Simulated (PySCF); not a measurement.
# A thermochemical cycle for GeH

PBE0 in PySCF with def2-TZVPPD on every atom, for the lowest determinant that a PBE0 search found; no spin–orbit coupling. GeH, a doublet (π ↑), has De = 2.88 eV to neutral atoms, and GeH⁺, a singlet (closed shell), has De = 3.02 eV to Ge⁺ + H.

At the same level the Ge atom ionises at 7.94 eV.

Q: What is the adiabatic ionisation energy of the molecule, and does ionisation strengthen or weaken the bond?

A: IE = IE(Ge) + De(neutral) − De(ion) = 7.94 + 2.88 − 3.02 = 7.80 eV. De changes by +0.14 eV, so ionisation strengthens the bond.

For an ion De counts to the pair picked by the measured ionisation energies or electron affinities, which need not be the lowest pair at this level. States were picked by a PBE0 search and need not be the measured ground states.
